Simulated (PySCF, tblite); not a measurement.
Isomers of C4H10FPSi, one GFN2-xTB conformer each. Single-point energies are computed at PBE0/pcSseg-1 (PySCF, gas phase, no added dispersion term), electronic only.

Task: Rank them by PBE0/pcSseg-1 energy, lowest first (kcal/mol).
A. `[F:1][SiH:2]1[CH2:3][CH2:4][PH:5][CH2:6][CH2:7]1` with F1–Si2–C3–C4 74°, Si2–C3–C4–P5 62°, C3–C4–P5–C6 -74°, C4–P5–C6–C7 74°
B. `[H]/P=C(\F)[Si](C)(C)C`
C. `[F:1][Si:2]1([PH2:3])[CH2:4][CH2:5][CH2:6][CH2:7]1` with F1–Si2–P3–H -61° and -154°, F1–Si2–C4–C5 96°, Si2–C4–C5–C6 38°, C4–C5–C6–C7 -51°, C5–C6–C7–Si2 37°

Result: C (0.0), A (6.9), B (55.1).

As drawn, the lowest has an Si–F bond, which the highest lacks. GFN2-xTB itself gives, in the same order: 0.0, 0.4, 75.1. Both levels put the same isomer lowest; measured from each level's own lowest isomer, the values differ by up to 20.0 kcal/mol ([H]/P=C(\F)[Si](C)(C)C: 75.1 against 55.1).

Task: Which frontier levels, dipoles and rotational constants go with these structures?

Result: 
```json
{"SMILES": "F[Si]1(P)CCCC1", "HOMO (eV, PBE0/pcSseg-1)": "-7.50", "LUMO (eV)": "0.28", "dipole (D)": "2.27", "A, B, C (MHz)": "2714, 1164, 1100"}
{"SMILES": "F[SiH]1CCPCC1", "HOMO (eV, PBE0/pcSseg-1)": "-7.00", "LUMO (eV)": "0.54", "dipole (D)": "0.61", "A, B, C (MHz)": "2758, 1407, 1124"}
{"SMILES": "[H]/P=C(\\F)[Si](C)(C)C", "HOMO (eV, PBE0/pcSseg-1)": "-7.25", "LUMO (eV)": "-1.72", "dipole (D)": "1.55", "A, B, C (MHz)": "2133, 1210, 1035"}
```

Task: What happens when harmonic zero-point energies from GFN2-xTB frequencies are added?

Result: 
```
                SMILES  ZPE (kcal/mol)  electronic (kcal/mol)  with ZPE (kcal/mol)
        F[Si]1(P)CCCC1            82.7                    0.0                  0.0
         F[SiH]1CCPCC1            82.0                    6.9                  6.2
[H]/P=C(\F)[Si](C)(C)C            79.8                   55.1                 52.2
```

The zero-point energies span 2.9 kcal/mol. The order is unchanged.

Task: As an exercise, what shares would exp(−E/RT) give at 1000 K from these electronic energies alone (no entropy, no degeneracies)?

Result: RT = 1.987 kcal/mol: F[Si]1(P)CCCC1 97.0 %, F[SiH]1CCPCC1 3.0 %, [H]/P=C(\F)[Si](C)(C)C under 0.1 %.
